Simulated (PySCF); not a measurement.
Atomic charges by several schemes

Compound: C4H7F3Si.
Cartesian coordinates in Å at the GFN2-xTB level; atoms count from 1:
```
atom  x, y, z in Å
C1    -2.589   -0.171    0.265
Si2   -0.922   -0.427   -0.599
C3     0.378    0.628    0.358
C4     1.710    0.504   -0.265
F5     1.870    1.159   -1.435
C6     2.722   -0.227    0.185
F7     3.909   -0.382   -0.394
F8     2.660   -0.916    1.327
H9    -3.367   -0.739   -0.235
H10   -2.560   -0.498    1.300
H11   -2.890    0.873    0.257
H12   -0.482   -1.824   -0.534
H13   -0.965    0.043   -1.985
H14    0.082    1.676    0.337
H15    0.440    0.310    1.397
```

Density: PBE0/pcSseg-1 (PySCF); schemes: Mulliken, IAO, Hirshfeld and ESP-fitted. Geometry: GFN2-xTB, one conformer, isolated molecule.

Q: Which atoms carry the highest charge in the Mulliken, IAO, Hirshfeld and ESP-fitted schemes?

A: All schemes agree: Mulliken Si2 (+0.655); IAO Si2 (+0.778); Hirshfeld Si2 (+0.353); ESP-fitted Si2 (+0.708).

Q: At which atom do the 4 schemes differ most?

A: At C1: from -0.719 (IAO) to -0.210 e (Hirshfeld), 0.509 e apart.

Q: Tabulate the Mulliken, IAO, Hirshfeld and ESP-fitted charges.

A: In e:

```csv
atom,environment,Mulliken,IAO,Hirshfeld,ESP-fitted
C1,Si-methyl carbon,-0.630,-0.719,-0.210,-0.704
Si2,SiH2 silicon,+0.655,+0.778,+0.353,+0.708
C3,sp3 carbon bound to silicon,-0.500,-0.557,-0.167,-0.437
C4,vinylic C–F carbon,+0.086,+0.200,+0.043,+0.009
F5,vinyl fluorine,-0.272,-0.268,-0.082,-0.135
C6,=CF2 carbon,+0.533,+0.479,+0.132,+0.301
F7,vinyl fluorine,-0.244,-0.238,-0.075,-0.136
F8,vinyl fluorine,-0.253,-0.252,-0.071,-0.140
H9,methyl hydrogen,+0.144,+0.161,+0.045,+0.171
H10,methyl hydrogen,+0.141,+0.158,+0.045,+0.172
H11,methyl hydrogen,+0.142,+0.158,+0.045,+0.168
H12,Si–H hydrogen,-0.070,-0.123,-0.079,-0.153
H13,Si–H hydrogen,-0.062,-0.118,-0.077,-0.145
H14,methylene hydrogen,+0.167,+0.168,+0.049,+0.174
H15,methylene hydrogen,+0.163,+0.173,+0.049,+0.146
```

Mean size of the charges over all atoms: IAO 0.303 e, Mulliken 0.271 e, ESP-fitted 0.247 e, Hirshfeld 0.101 e. Each set sums to the total charge, 0, to within 0.001 e. The IAO scheme counts the electrons in orthogonalised intrinsic atomic orbitals, a minimal basis polarised so that it spans the occupied orbitals exactly.

Q: How closely do the schemes follow one another over all atoms?

A: Correlation coefficient and root-mean-square difference: Mulliken with IAO 0.99, 0.057 e; IAO with ESP-fitted 0.97, 0.093 e; IAO with Hirshfeld 0.97, 0.245 e; Hirshfeld with ESP-fitted 0.97, 0.194 e; Mulliken with ESP-fitted 0.96, 0.094 e; Mulliken with Hirshfeld 0.95, 0.215 e.

Q: Sum the charges by element, for elements with more than one atom.

A: 
```
element  atoms  Mulliken     IAO  Hirshfeld  ESP-fitted
      C      4    -0.511  -0.596     -0.203      -0.831
      F      3    -0.769  -0.758     -0.228      -0.411
      H      7    +0.625  +0.576     +0.078      +0.534
```

Q: How many electrons does the Mulliken scheme count on F8?

A: Z − q = 9 − (-0.253) = 9.253.

These values come from a run that also computed NMR shieldings. The run took 28 s on one thread of an Arm Neoverse V1, no GPU, on a shared host, and the process peaked at 0.80 GiB of memory.
